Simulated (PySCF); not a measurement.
# From computed data to an observable: oscillator strength and radiative lifetime

Sn(H)(Br)2(OH) (Br₂H₂OSn), SMILES [OH][SnH]([Br])[Br].

Geometry: PBE0-D3(BJ)/def2-SVP. The structure was generated by enumeration; whether it is a known compound was not checked. The def2 effective core potentials stand for the cores of Sn; spin–orbit coupling is left out. One conformer was computed; it need not be the lowest.

TDA-ωB97X/def2-SVPD run with PySCF puts the first singlet state with f over 0.02 at 5.75 eV (vertical), with the transition dipole (0.530, -0.052, 0.000) in atomic units.

Task: Find the oscillator strength, the wavelength and the radiative lifetime that this transition would have in vacuum if emission retraced absorption.

Result: 
|μ|² = 0.2836 au, so |μ| = 1.35 D. ΔE = 5.75/27.211 = 0.2113 hartree. f = (2/3) ΔE |μ|² = 0.040 (the program prints 0.040).
λ = 1239.84/5.75 = 216 nm; ν = 46377 cm⁻¹.
Einstein's coefficient A = 0.6670 ν² f s⁻¹ (ν in cm⁻¹) = 5.7e7 s⁻¹, so τ = 1/A = 17 ns. This state is S3; the lower singlets have f = 0.017, 0.011. The figure is the radiative limit of this one transition; relaxation, internal conversion, crossing to triplets and a medium change what is measured.
